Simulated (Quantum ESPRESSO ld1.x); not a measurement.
All-electron atom: Ta V in [Xe] 4f14 6s1 (not the ground configuration). Calculated with ld1.x of Quantum ESPRESSO 7.5: scalar-relativistic Kohn-Sham, LDA (Slater exchange, Perdew-Zunger correlation), spin-polarised, spherical densities, point nucleus; open shells are filled with parallel spins first. Some entries of the table are withheld. Estimate them.

| orbital | occ. | eigenvalue (eV) | <r> (bohr) |
|---|---|---|---|
| 1s up | 1 | -67361.3 | 0.01867 |
| 1s down | 1 | -67361.3 | 0.01867 |
| 2s up | 1 | -11613.3 | 0.07899 |
| 2s down | 1 | -11613.2 | 0.07899 |
| 2p up | 3 | -10186.6 | 0.07059 |
| 2p down | 3 | -10186.6 | 0.07059 |
| 3s up | 1 | -2695.51 | 0.2050 |
| 3s down | 1 | -2695.49 | 0.2050 |
| 3p up | 3 | -2271.25 | 0.2050 |
| 3p down | 3 | -2271.24 | 0.2050 |
| 3d up | 5 | -1775.48 | 0.1857 |
| 3d down | 5 | -1775.46 | 0.1857 |
| 4s up | 1 | -585.755 | 0.4590 |
| 4s down | 1 | -585.728 | 0.4590 |
| 4p up | 3 | -446.540 | 0.4880 |
| 4p down | 3 | -446.509 | 0.4880 |
| 4d up | 5 | -268.356 | 0.5234 |
| 4d down | 5 | -268.319 | 0.5233 |
| 5s up | 1 | -118.885 | 1.087 |
| 5s down | 1 | -118.755 | 1.086 |
| 5p up | 3 | -84.3502 | 1.255 |
| 5p down | 3 | -84.1341 | 1.251 |
| 4f up | 7 | -71.1560 | 0.6333 |
| 4f down | 7 | -71.0982 | 0.6326 |
| 5d up | 0 | -44.3587 | 1.707 |
| 5d down | 0 | -43.7571 | 1.686 |
| 6s up | 1 | -39.2812 | 2.476 |
| 6s down | 0 | -38.0416 | 2.474 |
| 6p up | 0 | -30.6186 | (1) |
| 6p down | 0 | -29.4016 | (2) |

Answer. 
(1) 6p up <r> (bohr): 2.886
(2) 6p down <r> (bohr): 2.913
